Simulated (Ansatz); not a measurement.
`C[CH2][Al]([CH3])[SH]` + H₂ → `[CH3][AlH][SH]` + `CC` at 700 K and 1 bar (hydrogenolysis of the Al–C bond).

Program: Ansatz. Geometries: PBE0-D4/def2-TZVP. ΔE: electronic, gas phase. CCSD(T)/CBS adds triple-zeta CCSD(T) − MP2 to the extrapolated MP2 energy (def2 sets, frozen cores). This one scheme is used for every species. One conformer a species, not always the lowest.

| species | CCSD(T)/CBS energy (Eh) | H − E (kJ/mol) | S (J/(mol·K)) |
| --- | --- | --- | --- |
| `C[CH2][Al]([CH3])[SH]` | -759.42988 | 386.9 | 545.1 |
| H₂ | -1.17544 | 46.8 | 155.3 |
| `[CH3][AlH][SH]` | -680.89694 | 198.6 | 411.7 |
| `CC` | -79.71954 | 238.1 | 289.3 |

H − E and S are ideal-gas, rigid-rotor, harmonic terms from PBE0-D4/def2-TZVP, for one conformer and one mirror image of each species. For small species the MP2-based limit differs from directly extrapolated CCSD(T) by up to some mEh (0.8 for H₂); such offsets cancel only in part. 1 Eh = 2625.50 kJ/mol, R = 8.31446 J/(mol·K).

Q: By hand: ΔE, ΔH, ΔS and ΔG.

A: ΔE = (-680.89694) + (-79.71954) − (-759.42988) − (-1.17544) = -0.01116 Eh = -29.3 kJ/mol. Δ(H − E) = 198.6 + 238.1 − 386.9 − 46.8 = 3.0, so ΔH = -26.3 kJ/mol. ΔS = 411.7 + 289.3 − 545.1 − 155.3 = 0.6 J/(mol·K). ΔG = -26.3 − 700 × (0.6)/1000 = -26.7 kJ/mol.

Q: By hand: the equilibrium constant, and the temperature at which ΔG would vanish if ΔH and ΔS stayed fixed.

A: log₁₀ K = −ΔG/(RT ln 10) = 2.0. ΔH and −TΔS have one sign here, so there is no such temperature. One of them is within its doubt of zero, so this could turn.

The number of gas molecules stays the same, so ΔS is small and ΔH decides. A doubt of 5 kJ/mol in ΔE shifts log₁₀ K by 0.4 here. Other conformers and mirror images would add mixing entropy, several J/(mol·K) or more a flexible species. Modes under 60 cm⁻¹, often nearly free rotors, make the harmonic entropy too high. These are equilibria of isolated gas molecules and say nothing of rates. Largest T1 diagnostic: 0.010 (customary marks: 0.02 for closed shells, 0.045 for open ones).
